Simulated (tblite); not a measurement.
Isomers of C5H14NPSi. Calculated harmonic vibrations of the isolated species, GFN2-xTB (tblite), most abundant isotopes, no scaling. Errors from tens to a few hundred cm⁻¹ against measured bands are possible. Modes of hydrogen on phosphorus and silicon can be 10 to 20 % off. One conformer each.

Electronic energies: GFN2-xTB at the same geometries; isomer energies are rough at this level and their order can be wrong.

```csv
SMILES,"electronic energy, lowest = 0 (kcal/mol)"
CN([SiH2]P)C1CCC1,0.0
CC(C)(C)/C=N\[SiH2]P,3.1
C=CP([SiH3])CN(C)C,33.4
```

**Question.** How do GFN2-xTB zero-point energies change the relative energies?

**Answer.** 
| SMILES | ZPE (kcal/mol) | of it from modes above 1550 cm⁻¹ | electronic (kcal/mol) | with ZPE, lowest = 0 (kcal/mol) | lowest mode (cm⁻¹) | rings |
| --- | --- | --- | --- | --- | --- | --- |
| CN([SiH2]P)C1CCC1 | 111.7 | 55.6 | 0.0 | 0.0 | 36 | 1 |
| CC(C)(C)/C=N\[SiH2]P | 109.9 | 58.8 | 3.1 | 1.3 | 38 | 0 |
| C=CP([SiH3])CN(C)C | 109.7 | 58.7 | 33.4 | 31.4 | 44 | 0 |

The zero-point energies span 2.0 kcal/mol, from `C=CP([SiH3])CN(C)C` to `CN([SiH2]P)C1CCC1`. The order is unchanged.

**Question.** What do entropy and thermal enthalpy add at 298.15 K and 1 bar (rigid rotor, harmonic oscillator, one conformer each)?

**Answer.** 
```
              SMILES  point group  symmetry number  S (cal/(mol K))  H − H(0) (kcal/mol)  ZPE + H − H(0) − TS (kcal/mol)
   CN([SiH2]P)C1CCC1           C1                1            104.8                 7.60                            88.1
CC(C)(C)/C=N\[SiH2]P           C1                1            110.1                 8.44                            85.6
  C=CP([SiH3])CN(C)C           C1                1            108.6                 8.35                            85.7
```
